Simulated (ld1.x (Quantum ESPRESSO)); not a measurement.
# An all-electron radial function and its pseudo partner (Si (Z = 14))

Columns: radius, all-electron u(r) and pseudo u(r) of the 3s shell (level -18.99 eV) of silicon in the configuration [Ne] 3s2 3p1; PBEsol, scalar-relativistic, RRKJ scheme, ld1.x (Quantum ESPRESSO) 7.5.

| r (bohr) | all-electron | pseudo |
| --- | --- | --- |
| 0.100 | 0.1299 | 0.0272 |
| 0.200 | -0.1378 | 0.0556 |
| 0.300 | -0.3165 | 0.0861 |
| 0.400 | -0.3553 | 0.1199 |
| 0.500 | -0.2927 | 0.1584 |
| 0.600 | -0.1726 | 0.2025 |
| 0.700 | -0.0278 | 0.2533 |
| 0.800 | 0.1205 | 0.3109 |
| 0.900 | 0.2598 | 0.3750 |
| 1.000 | 0.3836 | 0.4437 |
| 1.100 | 0.4888 | 0.5140 |
| 1.200 | 0.5750 | 0.5819 |
| 1.300 | 0.6432 | 0.6427 |
| 1.400 | 0.6945 | 0.6925 |
| 1.500 | 0.7302 | 0.7290 |
| 1.600 | 0.7523 | 0.7519 |
| 1.700 | 0.7623 | 0.7623 |
| 1.800 | 0.7623 | 0.7623 |
| 1.900 | 0.7537 | 0.7537 |
| 2.000 | 0.7382 | 0.7382 |
| 2.100 | 0.7171 | 0.7171 |
| 2.200 | 0.6918 | 0.6918 |
| 2.300 | 0.6633 | 0.6633 |
| 2.400 | 0.6325 | 0.6325 |
| 2.500 | 0.6002 | 0.6002 |
| 2.600 | 0.5672 | 0.5672 |

Task: How many radial nodes do the two functions have?

Result: The all-electron 3s function has n − l − 1 = 2; the pseudo-wave has 0, since the states of the same l below it are removed with the core.

Task: At about which radius was the pseudo-wave matched?

Result: 1.85 bohr. The columns agree to 0.0005 from 1.60 bohr on; several derivatives are matched, so the curves merge somewhat inside the radius.

Task: Is the pseudo-wave norm-conserving?

Result: Yes: the RRKJ scheme keeps the norm inside the radius equal to the all-electron one, which fixes the energy derivative of the logarithmic derivative at the level.
